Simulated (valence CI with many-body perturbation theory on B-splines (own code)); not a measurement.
**E1 transitions of Tl76+**

Level of theory: valence CI with perturbative core correlation (CI+MBPT): three valence electrons over a frozen Dirac-Fock core [He], radial functions for each j: 11 s, 11 p, 10 d, 8 f, 5 g, 2 h, with the one-electron correlation potential Σ1, the two-electron term Σ2, the three-electron term Σ3, Breit, model QED; selected CI, second order for the rest, scaled by the run's own slope (own B-spline code, finite nucleus).

No measured spectrum was set against this ion. As an estimate, large intervals hold to a few tenths of a per cent, small ones and those within an open d or f shell to about a per cent.

Lines 1 to 50 of 565 in falling wavelength, among levels below 19697 eV, chosen from the strongest by gf and those to the six lowest levels. Wavelengths and rates use the calculated energies. Electric multipoles are in the length gauge, E1 and E2 with the static RPA response of the core. Weak lines are less certain than strong ones. Lines between different terms over intervals too small for the method are left out, as are lines whose strength nearly cancels. Where a level lies close to another of its J and parity, the split of strength between their lines is uncertain. The highest levels of a list are the least certain.

Levels are named by their leading jj configuration (3d3/2^4 stands for four electrons in 3d with j = 3/2), which in mixed levels can hold well under half, so a name can repeat and another be missing. Letters in brackets count levels of one name in rising energy.

```csv
λ vac (nm),Upper,Lower,A (s⁻¹),S (a.u.)
29.48,(2p1/2^2 4f7/2) J=7/2,(2p1/2^2 4d5/2) J=5/2,1.43e+09,1.44e-01
28.83,(2s 2p1/2 4f7/2) J=5/2,(2s 2p1/2 4d5/2) J=3/2,1.35e+09,9.59e-02
28.29,(2s 2p1/2 4f7/2) J=7/2 [b],(2s 2p1/2 4d5/2) J=5/2 [b],1.47e+09,1.31e-01
27.57,(2s 2p1/2 4f7/2) J=7/2 [a],(2s 2p1/2 4d5/2) J=5/2 [a],1.54e+09,1.28e-01
26.69,(2s 2p1/2 4f7/2) J=9/2,(2s 2p1/2 4d5/2) J=7/2,1.91e+09,1.79e-01
25.77,(2s^2 4f7/2) J=7/2,(2s^2 4d5/2) J=5/2,2.12e+09,1.43e-01
14.89,(2s 2p1/2 4f5/2) J=5/2 [b],(2s 2p1/2 4d3/2) J=3/2 [b],8.37e+09,8.18e-02
14.65,(2p1/2^2 4f5/2) J=5/2,(2p1/2^2 4d3/2) J=3/2,1.08e+10,1.01e-01
14.34,(2s^2 4f5/2) J=5/2,(2s^2 4d3/2) J=3/2,1.13e+10,9.87e-02
14.29,(2s 2p1/2 4f5/2) J=5/2 [a],(2s 2p1/2 4d3/2) J=3/2 [a],1.14e+10,9.83e-02
14.00,(2s 2p1/2 4f5/2) J=7/2,(2s 2p1/2 4d3/2) J=5/2,1.09e+10,1.18e-01
12.88,(2s 2p1/2 4d5/2) J=7/2,(2s 2p1/2 4p3/2) J=5/2,2.67e+10,2.25e-01
12.78,(2p1/2^2 4d5/2) J=5/2,(2p1/2^2 4p3/2) J=3/2,2.78e+10,1.72e-01
12.70,(2s^2 4d5/2) J=5/2,(2s^2 4p3/2) J=3/2,2.68e+10,1.63e-01
12.66,(2s 2p1/2 4d5/2) J=5/2 [a],(2s 2p1/2 4p3/2) J=3/2 [a],2.79e+10,1.68e-01
12.53,(2s 2p1/2 4d5/2) J=5/2 [b],(2s 2p1/2 4p3/2) J=3/2 [b],2.47e+10,1.44e-01
11.41,(2s 2p1/2 4d5/2) J=3/2,(2s 2p1/2 4p3/2) J=1/2,2.28e+10,6.68e-02
5.641,(2p1/2 2p3/2 3d5/2) J=9/2,(2s 2p3/2 3d5/2) J=7/2 [b],5.87e+10,5.20e-02
5.634,(2p3/2^2 3d5/2) J=5/2 [a],(2p3/2^2 3p3/2) J=3/2 [a],4.31e+10,2.28e-02
5.532,(2p1/2 2p3/2 3d5/2) J=7/2 [b],(2p1/2 2p3/2 3p3/2) J=5/2 [b],6.80e+10,4.54e-02
5.521,(2s 2p1/2 3d5/2) J=7/2,(2s 2p1/2 3p3/2) J=5/2,7.48e+10,4.97e-02
5.483,(2s 2p1/2 2p3/2) J=3/2 [a],(2s^2 2p3/2) J=3/2,1.57e+09,5.10e-04
5.423,(2s 2p3/2 3d5/2) J=5/2 [b],(2s 2p3/2 3p3/2) J=3/2 [b],3.78e+10,1.78e-02
5.394,(2s 2p3/2 3d5/2) J=7/2 [a],(2s 2p3/2 3p3/2) J=5/2 [a],6.30e+10,3.90e-02
5.391,(2s 2p3/2 3d5/2) J=9/2,(2s 2p3/2 3p3/2) J=7/2,8.28e+10,6.40e-02
5.390,(2p1/2^2 3d5/2) J=5/2,(2p1/2^2 3p3/2) J=3/2,9.29e+10,4.31e-02
5.352,(2p1/2 2p3/2 3d5/2) J=7/2 [a],(2p1/2 2p3/2 3p3/2) J=5/2 [a],8.48e+10,5.13e-02
5.330,(2p3/2^2 3d5/2) J=7/2,(2p3/2^2 3p3/2) J=5/2,6.85e+10,4.10e-02
5.329,(2p1/2 2p3/2 3d5/2) J=5/2 [b],(2p1/2 2p3/2 3p3/2) J=3/2 [b],4.11e+10,1.84e-02
5.314,(2p3/2^2 3d5/2) J=9/2,(2p3/2^2 3p3/2) J=7/2,8.89e+10,6.59e-02
5.312,(2s 2p1/2 3d5/2) J=5/2 [a],(2s 2p1/2 3p3/2) J=3/2 [a],8.54e+10,3.79e-02
5.300,(2p3/2^2 3d5/2) J=5/2 [b],(2p3/2^2 3p3/2) J=3/2 [b],8.39e+10,3.70e-02
5.191,(2s 2p1/2 3d5/2) J=5/2 [b],(2s 2p1/2 3p3/2) J=3/2 [b],7.93e+10,3.29e-02
5.155,(2p1/2 2p3/2 3d5/2) J=5/2 [a],(2p1/2 2p3/2 3p3/2) J=3/2 [a],6.42e+10,2.60e-02
5.113,(2p1/2 2p3/2 3d5/2) J=9/2,(2p1/2 2p3/2 3p3/2) J=7/2,3.04e+10,2.00e-02
5.060,(2s 2p3/2 3d5/2) J=5/2 [a],(2s 2p3/2 3p3/2) J=3/2 [a],5.50e+10,2.11e-02
5.039,(2s 2p3/2 3d5/2) J=7/2 [b],(2s 2p3/2 3p3/2) J=5/2 [b],9.03e+10,4.56e-02
4.952,(2p1/2 2p3/2 3p3/2) J=5/2 [b],(2s 2p3/2 3p3/2) J=3/2 [b],5.02e+10,1.81e-02
4.891,(2s 2p1/2 3p3/2) J=5/2,(2s^2 3p3/2) J=3/2,7.07e+10,2.45e-02
4.618,(2s 2p1/2 2p3/2) J=5/2,(2s^2 2p3/2) J=3/2,1.08e+10,3.16e-03
4.432,(2p3/2^2 3d5/2) J=5/2 [a],(2p3/2^2 3p3/2) J=5/2,5.93e+10,1.53e-02
4.277,(2s 2p1/2 4d3/2) J=1/2,(2s 2p1/2 4p1/2) J=1/2 [b],3.97e+11,3.07e-02
4.258,(2s 2p1/2 4d3/2) J=3/2 [b],(2s 2p1/2 4p1/2) J=1/2 [b],3.33e+11,5.07e-02
4.205,(2p1/2^2 4d3/2) J=3/2,(2p1/2^2 4p1/2) J=1/2,6.15e+11,9.03e-02
4.154,(2s 2p1/2 4p3/2) J=1/2,(2s 2p1/2 4s) J=1/2 [b],4.12e+11,2.91e-02
4.154,(2s^2 4d3/2) J=3/2,(2s^2 4p1/2) J=1/2,6.49e+11,9.18e-02
4.151,(2s 2p1/2 4d3/2) J=3/2 [a],(2s 2p1/2 4p1/2) J=1/2 [a],6.35e+11,8.97e-02
4.142,(2s 2p1/2 4d3/2) J=5/2,(2s 2p1/2 4p1/2) J=3/2,6.22e+11,1.31e-01
4.084,(2p1/2^2 4p3/2) J=3/2,(2p1/2^2 4s) J=1/2,7.21e+11,9.70e-02
4.059,(2s 2p1/2 4d3/2) J=3/2 [b],(2s 2p1/2 4p1/2) J=3/2,3.15e+11,4.16e-02
```
